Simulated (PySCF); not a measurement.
Co (cobalt, neutral) across methods

[Ar] 3d6 4s2 4p1, one real determinant (an excited configuration). Calculation: PySCF 2.14, in def2-TZVPPD (6s6p4d2f1g, 67 functions); no relativity, point nucleus.

| method | E (hartree) | mean ε 4s α (eV) | mean ε 4s β (eV) | mean ε 4p α (eV) | Σ⟨r²⟩ (bohr²) | ⟨S²⟩ |
| --- | --- | --- | --- | --- | --- | --- |
| revPBE | -1382.321 | -7.958 | -6.626 | -3.173 | 44.72 | 8.758 |
| r2SCAN | -1382.414 | -8.266 | -6.796 | -3.420 | 44.35 | 8.763 |
| PBE | -1382.175 | -8.012 | -6.705 | -3.177 | 44.67 | 8.757 |
| PBE0 | -1382.218 | -9.009 | -7.452 | -3.994 | 44.56 | 8.758 |
| M06-2X | -1382.427 | -9.576 | -8.288 | -4.567 | 44.91 | 8.759 |
| UHF | -1381.19695 | -11.284 | -8.755 | -5.839 | 45.81 | 8.761 |
| wB97M-V | -1382.371 | -11.135 | -9.682 | -5.567 | 44.75 | 8.756 |
| LDA | -1379.836 | -8.200 | -6.933 | -3.175 | 44.40 | 8.756 |

Question: Estimate the same row for MN15.

Answer: E (hartree) = -1382.573; mean ε 4s α (eV) = -9.398; mean ε 4s β (eV) = -8.231; mean ε 4p α (eV) = -4.234; Σ⟨r²⟩ (bohr²) = 45.38; ⟨S²⟩ = 8.756.

⟨L²⟩ = 8.03 against 12 for a pure F term, so this real determinant mixes terms.
